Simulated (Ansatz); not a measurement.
Program: Ansatz. Geometries: PBE0-D4/def2-TZVP. ΔE: electronic, gas phase. CBS: MP2 limit from def2 TZ/QZ plus the TZ coupled-cluster correction, frozen cores. This one scheme is used for every species. def2 core potentials past Kr. For In outer-core shells are correlated without core-valence functions, which leaves a few kJ/mol of doubt a bond. One conformer a species, not always the lowest.

Consider the ligand exchange at the In–C bond: `C[CH](C)[In]([OH])[SH]` + CH₃OH → `C[O][In]([OH])[SH]` + propane.

| species | HF/def2-QZVPP energy (Eh) |
| --- | --- |
| `C[CH](C)[In]([OH])[SH]` | -780.60543 |
| CH₃OH | -115.10098 |
| `C[O][In]([OH])[SH]` | -777.41484 |
| `CCC` | -118.31654 |

Task: Work out ΔE.

Result: ΔE = (-777.41484) + (-118.31654) − (-780.60543) − (-115.10098) = -0.02497 Eh = -15.7 kcal/mol. CCSD(T)/CBS gives -10.0 kcal/mol.

Largest T1 diagnostic among the species: 0.016.

In def2-TZVPP, CCSD(T) changes the Hartree–Fock value by +5.3 kcal/mol (the triples alone add +0.4 kcal/mol) and MP2 by +6.3 kcal/mol. The D4 term adds +1.5 kcal/mol with B3LYP and +0.9 kcal/mol with PBE0; it sums over pairs of atoms, weighted by their polarisabilities, and B3LYP, whose exchange is more repulsive, gets the larger term.

B3LYP here is the variant with VWN-RPA as its local correlation; programs differ in this.
